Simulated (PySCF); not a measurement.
Cu2, SMILES [Cu][Cu], multiplicity 1.

Geometry optimised at r2SCAN-D4/def2-TZVP. The spin state was assumed, not searched.

Level of theory: TDA-PBE/def2-TZVPD (PySCF).

Vertical excitations; the highest root listed may be one member of a degenerate set. Gas-phase values at a fixed geometry. State labels are in the subgroup D2h.

```json
[
 {"state": "S1", "symmetry": "B3u", "energy (eV)": "1.93", "λ (nm)": "643", "f": "0.004", "main pairs": "HOMO−2→LUMO (degenerate set)"},
 {"state": "S2", "symmetry": "B2u", "energy (eV)": "1.93", "λ (nm)": "643", "f": "0.004", "main pairs": "HOMO−1→LUMO (degenerate set)"},
 {"state": "S3", "symmetry": "Ag", "energy (eV)": "1.94", "λ (nm)": "638", "f": "0.000", "main pairs": "HOMO→LUMO 99 %"},
 {"state": "S4", "symmetry": "Ag", "energy (eV)": "2.08", "λ (nm)": "597", "f": "0.000", "main pairs": "HOMO−3→LUMO (degenerate set)"},
 {"state": "S5", "symmetry": "B1g", "energy (eV)": "2.08", "λ (nm)": "597", "f": "0.000", "main pairs": "HOMO−4→LUMO (degenerate set)"},
 {"state": "S6", "symmetry": "B1u", "energy (eV)": "2.29", "λ (nm)": "540", "f": "0.000", "main pairs": "HOMO−6→LUMO (degenerate set)"},
 {"state": "S7", "symmetry": "Au", "energy (eV)": "2.29", "λ (nm)": "540", "f": "0.000", "main pairs": "HOMO−7→LUMO (degenerate set)"},
 {"state": "S8", "symmetry": "B1u", "energy (eV)": "2.60", "λ (nm)": "476", "f": "0.096", "main pairs": "HOMO−5→LUMO 84 %, HOMO−10→LUMO 13 %"},
 {"state": "S9", "symmetry": "B3g", "energy (eV)": "2.81", "λ (nm)": "442", "f": "0.000", "main pairs": "HOMO−9→LUMO (degenerate set)"},
 {"state": "S10", "symmetry": "B2g", "energy (eV)": "2.81", "λ (nm)": "442", "f": "0.000", "main pairs": "HOMO−8→LUMO (degenerate set)"},
 {"state": "T1", "symmetry": "Ag", "energy (eV)": "1.63", "λ (nm)": "762", "f": "0", "main pairs": "HOMO→LUMO 100 %"},
 {"state": "T2", "symmetry": "B3u", "energy (eV)": "1.67", "λ (nm)": "742", "f": "0", "main pairs": "HOMO−2→LUMO (degenerate set)"},
 {"state": "T3", "symmetry": "B2u", "energy (eV)": "1.67", "λ (nm)": "742", "f": "0", "main pairs": "HOMO−1→LUMO (degenerate set)"},
 {"state": "T4", "symmetry": "B1u", "energy (eV)": "1.81", "λ (nm)": "687", "f": "0", "main pairs": "HOMO−5→LUMO 99 %"}
]
```
Triplets are in the Tamm–Dancoff approximation.
